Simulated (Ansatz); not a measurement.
Basis-set extrapolation for FH4O3Si2 (`O[SiH]O[SiH](O)F`) radical (PBE0-D4/def2-TZVP geometry, frozen core, the Gaussian-basis code of Ansatz). Multiplicity 2, UHF reference.

```tsv
	def2-TZVPP	def2-QZVPP
HF	-904.650628	-904.686381
MP2 correlation	-1.172883	-1.274261
CCSD(T) correlation	-1.235541	not run
```

Energies in hartree. Use E(X) = E(∞) + A·exp(−7.88·√X) for Hartree–Fock and E(X) = E(∞) + B·X^(−2.97) for correlation, with X = 3 and 4, and add CCSD(T) minus MP2 of the smaller set to the MP2 limit.

Task: What is the CCSD(T) energy at the basis-set limit?

Result: HF limit: -904.686381 + (-0.035753) × 0.13774 = -904.69131. MP2 limit: -1.274261 + (-0.101378) × 0.74074 = -1.34936. Higher-order term: -1.235541 − (-1.172883) = -0.06266. Total: -906.10333 hartree, 570.2 kJ/mol below CCSD(T)/def2-TZVPP.
